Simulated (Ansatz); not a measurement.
Calculated with Ansatz (gas phase, PBE0-D4/def2-TZVP geometries, no zero-point term in ΔE). CCSD(T)/CBS adds triple-zeta CCSD(T) − MP2 to the extrapolated MP2 energy (def2 sets, frozen cores). This one scheme is used for every species. Functionals use def2-TZVPP. B3LYP here is the variant with VWN-RPA as its local correlation; programs differ in this. HSE06 is defined as in plane-wave codes. Elements past krypton have def2 core potentials. For Ge, In outer-core shells are correlated without core-valence functions, which leaves a few kJ/mol of doubt a bond. Scalar relativity is left out up to krypton.

Reaction (ligand exchange at a Ge–O bond): `[OH][GeH3]` + `C[NH][InH2]` → `C[N]([GeH3])[InH2]` + H₂O

Question: Is it downhill or uphill in electronic energy at CCSD(T)/CBS, and by how much? (Estimate.)

Answer: Computed: Nearly level: ΔE = +0.4 kcal/mol.

Question: What do these levels give: HSE06-D4, ωB97X-V, B2PLYP, B3LYP, r2SCAN0, BHLYP, RPA@PBE/def2-TZVPP, MP2/def2-SVP, CCSD(T)/def2-SVP, HF/def2-TZVPP, CCSD/def2-TZVPP, MP2/CBS(def2)? (Estimate.)

Answer: Computed: HSE06-D4 2.7, ωB97X-V 3.9, B2PLYP 4.2, B3LYP 6.3, r2SCAN0 3.9, BHLYP 6.2, RPA@PBE/def2-TZVPP 1.5, MP2/def2-SVP 1.6, CCSD(T)/def2-SVP 2.1, HF/def2-TZVPP 7.3, CCSD/def2-TZVPP 2.2, MP2/CBS(def2) -0.7 kcal/mol.

Largest T1 diagnostic among the species: 0.016.

Leaving LDA and LC-ωPBE aside and taking each functional with its dispersion term where it has one, the values, not all of them listed here, spread over 2.2 kcal/mol, from PBE-QIDH to CAM-B3LYP-D4. LDA lies −2.1 kcal/mol from PBE without D4. From BLYP to BHLYP (50 % exact exchange), in def2-TZVPP and without D4, ΔE moves by −0.8 kcal/mol. The D4 term adds −2.8 kcal/mol with B3LYP and −1.6 kcal/mol with PBE0; it sums over pairs of atoms, weighted by their polarisabilities, and B3LYP, whose exchange is more repulsive, gets the larger term.
